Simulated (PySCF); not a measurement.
## Relaxation of sextet HCoN

Computed with UPBE0/[Co def2-TZVP, N def2-TZVP, H def2-TZVP], no relativity, density fitting, PySCF. A (50,194) grid was used.

A start displaced from a saddle point along its imaginary mode, of Cs symmetry, held to at least that symmetry:

```xyz
3
charge 0 multiplicity 6, angstrom
Co   -0.0039   -0.0001    0.3122
N     0.0076    0.0001   -1.4487
H     0.1200    0.0017    1.8718
```

Optimiser trace:
| step | E − E(last) (kJ/mol) | largest gradient (Eh/bohr) |
| --- | --- | --- |
| 0 | 19.21 | 0.00333 |
| 1 | 18.78 | 0.00487 |
| 2 | 17.20 | 0.00956 |
| 3 | 13.57 | 0.01181 |
| 4 | 8.72 | 0.01068 |
| 5 | 2.62 | 0.00522 |
| 6 | 1.31 | 0.00686 |
| 7 | 0.78 | 0.00490 |
| 8 | 0.03 | 0.00187 |
| 9 | 0.01 | 0.00124 |
| 10 | 0.00 | 0.00009 |
| 11 | 0.00 | 0.00001 |

It ends at Cs with Co–H 1.566 Å, Co–N 1.866 Å; H–Co–N 144.4°. A frequency run shows a minimum.

Open d and f shells are described by one determinant, and the ground state may have another occupation or spin. At this level a quartet minimum of Cs symmetry lies 52 kJ/mol below this structure.

The relaxation took 42 s on 2 threads of a shared Intel Xeon Platinum 8488C (Sapphire Rapids) host, with 82 basis functions and 13 gradients; the process peaked at 0.78 GiB. Launch command: `OMP_NUM_THREADS=2 python axn.py task.json out`.
